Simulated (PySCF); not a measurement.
TeCl₄, SMILES Cl[Te](Cl)(Cl)Cl.

Geometry: B3LYP-D3(BJ)/def2-SVP. The isomer is the one that the SMILES or the coordinates give; other isomers of the formula were not compared. The def2 effective core potentials stand for the cores of Te; spin–orbit coupling is left out.

Two levels are set side by side: TDA-PBE/def2-SVPD (PySCF) and TDA-M06-2X/def2-SVPD (PySCF). Vertical, same geometry. The lowest singlet is HOMO→LUMO 96 % with PBE and HOMO→LUMO+1 97 % with the other functional; states are paired by order. Differences are taken from unrounded values.

```
quantity                              TDA-M06-2X  TDA-PBE  TDA-PBE minus TDA-M06-2X
------------------------------------  ----------  -------  ------------------------
lowest singlet excitation (eV)              3.73     2.98                     -0.75
lowest triplet excitation (TDA) (eV)        2.92     2.66                     -0.26
```

A lower first singlet is the usual sign of a functional without exact exchange. Differences between two approximate levels are no errors against the true value.

Rough cost on one machine, each run with all the roots and properties that it gave: TDA-M06-2X against TDA-PBE about 9 times.
